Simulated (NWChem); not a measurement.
System: SnNH$_{2}$Br, singlet; SMILES [NH2][Sn][Br]

Here is an NWChem input.

```
start job
memory heap 200 mb stack 900 mb global 1100 mb
geometry units angstroms noautoz
  Sn     0.320425     0.919743     0.000000
  Br    -0.062311    -1.614889     0.000000
  N     -1.656454     1.345506     0.000000
  H     -2.384897     0.636336     0.000000
  H     -2.043450     2.284724     0.000000
end
basis spherical
  Sn library def2-svp
  Br library def2-svp
  N library def2-svp
  H library def2-svp
end
ecp
  Sn library def2-ecp
end
dft
  xc xpbe96 cpbe96
  iterations 150
end
tddft
  nroots 6
  notriplet
end
task tddft energy
```

Low-valent species are run as closed-shell singlets; no triplet was tried in these runs. Geometry: optimised at PBE0/def2-SVP. def2 effective core potentials on Sn; no spin-orbit coupling.

Vertical excitations in the gas phase.

Task: Give the results of this calculation. (PBE/def2-SVP with def2 effective core potentials on Sn, full TDDFT.) Quantities: lowest excitation, singlet (eV); oscillator strength of that lowest state; lowest state with f > 0.02, singlet (eV); oscillator strength of that bright state; orbital gap (eV).

Result: The lowest excitation, singlet (eV) is 3.65 and the oscillator strength of that lowest state is 0.007. The lowest state with f > 0.02, singlet (eV) is 4.09. The oscillator strength of that bright state is 0.026 and the orbital gap (eV) is 3.39.
